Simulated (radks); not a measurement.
Pt70+, 8 electrons, occupied as [He] 2s2 2p4.

Calculated with a radial shooting solver on a logarithmic mesh with Libxc functionals: scalar-relativistic Kohn-Sham, r2SCAN, spin-polarised, spherical densities, finite nucleus; open shells are filled with parallel spins first (spin-orbit coupling, left out, can overturn this in heavy ions); meta-GGA in the generalised Kohn-Sham scheme; Fermi nuclear charge, rms radius 5.427 fm.

Energy parts (hartree):
| part | energy |
|---|---|
| total | -11090.5381 |
| kinetic | 12932.5350 |
| electron-nucleus | -24491.4912 |
| Hartree | 589.1359 |
| exchange-correlation | -120.7179 |

Orbitals (lengths in bohr, moments of r in powers of bohr):
| orbital | occ. | eigenvalue (hartree) | <r^2> |
|---|---|---|---|
| 1s up | 1 | -3152.742 | 0.0004048 |
| 1s down | 1 | -3150.895 | 0.0004043 |
| 2s up | 1 | -750.9094 | 0.005883 |
| 2s down | 1 | -748.2945 | 0.005901 |
| 2p up | 3 | -686.6694 | 0.004851 |
| 2p down | 1 | -683.4206 | 0.004873 |
| 3s up | 0 | -312.9492 | 0.03200 |
| 3s down | 0 | -311.8175 | 0.03217 |
| 3p up | 0 | -294.1268 | 0.03111 |
| 3p down | 0 | -292.8945 | 0.03131 |

The highest occupied level is 2p down at -18596.8 eV. The density falls to 0.001 e/bohr^3 at r = 0.29 bohr. The electron density at the nucleus is 2.06e+06 e/bohr^3 (large components only). Summed over all electrons, <r^2> = 0.03202 bohr^2, which gives a Langevin (diamagnetic) susceptibility term of -0.0254 x 10^-6 cm^3/mol. The spin density at the nucleus is -208.3 e/bohr^3 (1s -877.5, 2s 669.2).
